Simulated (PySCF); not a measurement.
Ligand exchange on a metal centre used in film growth or etching (Ti Cl-Br). All species are isolated molecules in the gas phase. All members: neutral, multiplicity 1. Level: B3LYP-D3(BJ)/def2-TZVP // BP86-D3(BJ)/def2-SVP (PySCF), beside PBE-D3(BJ)/def2-TZVP // BP86-D3(BJ)/def2-SVP (PySCF) at the same geometries. B3LYP has the VWN-RPA correlation part, as in Gaussian. 

| species | HOMO–LUMO gap, PBE (eV) | HOMO–LUMO gap, B3LYP-D3(BJ) (eV) |
|---|---|---|
| [Ti(Br)4] | 3.00 | 4.51 |
| [Ti(Cl)(Br)3] | 3.01 | 4.52 |
| [Ti(Cl)2(Br)2] | 3.10 | 4.64 |
| [Ti(Cl)3(Br)] | 3.30 | 4.87 |
| [Ti(Cl)4] | 3.64 | withheld |

Problem. Fit y = a + b·x, y being the HOMO–LUMO gap at the first level, to the 4 complete rows by least squares, with x = the PBE value in eV. Give a, b and the rms residual, and predict the withheld value.

Solution. Means of the 4 rows: x̄ = 3.1025, ȳ = 4.635 eV. Σ(x − x̄)² = 0.058075 and Σ(x − x̄)(y − ȳ) = 0.06985, so b = 1.203 and a = ȳ − b·x̄ = 0.903 eV. The rms residual is 0.005 eV. At x = 3.64 the line gives 5.28 eV, outside the range of the fitted rows. The run for [Ti(Cl)4] gave 5.31 eV, so the line is off by 0.03 eV, more than twice the rms residual.

Codes: PySCF.
